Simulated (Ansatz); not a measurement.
Born–Oppenheimer molecular dynamics of Cl₂H₆OW (10 atoms, charge 0, multiplicity 1). It starts at the highest image of a converged band, a first-order saddle point between two minima.

Theory: RKS CAM-B3LYP-D4/def2-SVP (Ansatz 0.2.0).

* ensemble: NVE (velocity Verlet)
* time step: 0.5 fs
* steps asked: 200
* starting velocities drawn for: 300 K
* seed: 2192

First frame:

```xyz
10
Properties=species:S:1:pos:R:3
W -0.312 -0.056 -0.088
H -0.355 0.328 1.676
H 1.032 -0.755 0.618
H 0.854 1.013 0.461
Cl -2.254 -1.141 0.600
H 0.141 -1.614 -0.550
O 0.150 0.630 -1.733
H 0.504 1.448 -2.106
Cl -1.678 2.168 0.476
H -0.916 1.136 1.423
```

Question: How far do the bonds stretch over the last three quarters of this one trajectory? (Pairs bonded in most of those frames.)

Answer: 
```
   bond  mean (Å)  spread (Å)  shortest  longest
  W1–H2     1.699       0.073      1.58     1.83
  W1–H3     1.675       0.025      1.63     1.71
  W1–H4     1.675       0.024      1.62     1.72
 W1–Cl5     2.327       0.014      2.29     2.34
  W1–H6     1.682       0.007      1.67     1.69
  W1–O7     1.878       0.019      1.84     1.90
 W1–Cl9     3.039       0.215      2.74     3.45
  O7–H8     0.966       0.009      0.95     0.98
Cl9–H10     1.301       0.028      1.26     1.40
```

Pairs bonded in part of these frames only: W1–Cl9 83 %, W1–H10 9 %.

Mean temperature of the second half: 456 K. The conserved energy stayed within 0.12 meV per atom of its start (net change 0.0064 meV per atom), so the integration is sound. The kinetic energy rose, since the run started high on the potential surface and went downhill. It ends in pieces (ClH + ClH5OW), so much of that is their flight and rotation, not heat. A run of 0.1 ps of so small a system gives no equilibrium averages. The orbitals stay closed-shell, which can raise the energy where a bond breaks towards radicals; this wasn't checked here.

Run time: 8 min on 4 threads of Arm Neoverse V2, on a shared host, peak memory 0.32 GiB.
